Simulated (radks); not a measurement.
Question: The silicon ion Si8+ is in [He] 2s2 2p2. All-electron calculation, scalar-relativistic Kohn-Sham, r2SCAN, spin-polarised, spherical densities, finite nucleus; meta-GGA in the generalised Kohn-Sham scheme; Fermi nuclear charge, rms radius of each element as measured or else 0.836 A^(1/3) + 0.57 fm. Program: a radial shooting solver on a logarithmic mesh with Libxc functionals. Open shells are filled with parallel spins first. One electron is removed from 1s, 2s, 2p in turn, with full relaxation. Which removal costs least, and what does each cost?

Answer: 2p 353.36 eV; 2s 369.46 eV; 1s 2146.1 eV. The 2p electron leaves first.
